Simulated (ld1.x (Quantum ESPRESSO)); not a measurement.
Before and after: TM potential for sulfur (S)

* Element: sulfur (S)
* Generator: ld1.x (Quantum ESPRESSO) 7.5
* Type: norm-conserving Troullier–Martins (Kleinman–Bylander form)
* Functional: LDA (PZ)
* Relativity: scalar-relativistic
* Frozen core: [Ne]
* Valence charge: 6
* Reference configuration: 3s2 3p4
* Partial waves: 3s (bound): rc 1.05 bohr; 3d channel at -0.15 Ry: rc 1.45 bohr; 3p (bound): rc 1.55 bohr
* Local potential: the p channel
* Core correction: none

All-electron outer shells of the reference configuration (LDA (PZ), scalar-relativistic, ld1.x):

| shell | level (eV) | outermost node (bohr) | outermost maximum (bohr) |
| --- | --- | --- | --- |
| 2s | -210.79 | 0.13 | 0.39 |
| 2p | -156.52 | – | 0.33 |
| 3s | -17.28 | 0.60 | 1.40 |
| 3p | -7.11 | 0.58 | 1.59 |

Change: wave 3p (bound): rc 1.55 bohr becomes 3p (bound): rc 2.16 bohr.

Cutoffs: the cutoffs (Ry, on a coarse ladder) from which the occupation-weighted sum of valence levels, in a spherical-Bessel basis at the reference potential, stays within 10 and 1 mRy of its value at 400 Ry; they do not see the model core or the augmentation charge, which bear on the density cutoff. Errors are all-electron minus pseudo energies relative to the spin-unpolarised reference configuration.

Question: What does the change do?

Answer: The potential gets neither clearly harder nor softer (80 Ry and 200 Ry → 80 Ry and 200 Ry); of the 9 tests that both files solve, the error grows in 2 and shrinks in 0 by more than 15 % and 0.3 meV (median size 10.9 → 16.5 meV); neither file shows a bound ghost.

| quantity | base | changed |
| --- | --- | --- |
| cutoff, loose | 80 Ry | 80 Ry |
| cutoff, tight | 200 Ry | 200 Ry |
| bound ghosts | none | none |
| error for 3s2 3p3, meV [ΔE 11.86 eV] | +4.3 | +4.9 |
| error for 3s2 3p2, meV [ΔE 34.24 eV] | +36 | +36 |
| error for 3s2 3p1, meV [ΔE 68.39 eV] | +144 | +130 |
| error for 3s1 3p4, meV [ΔE 22.66 eV] | +11 | +17 |
| error for 3s2 3p4.3, meV [ΔE -1.74 eV] | +0.4 | +0.4 |
| error for 3s1 3p5, meV [ΔE 10.24 eV] | +5.7 | +7.8 |
| error for 3s2 3p3.5, meV [ΔE 4.71 eV] | +0.6 | +0.7 |
| error for 3s2 3p4 (spin-polarised), meV [ΔE -0.71 eV] | +64 | +64 |
| error for 3s2 3p3 (spin-polarised), meV [ΔE 9.90 eV] | +206 | +206 |
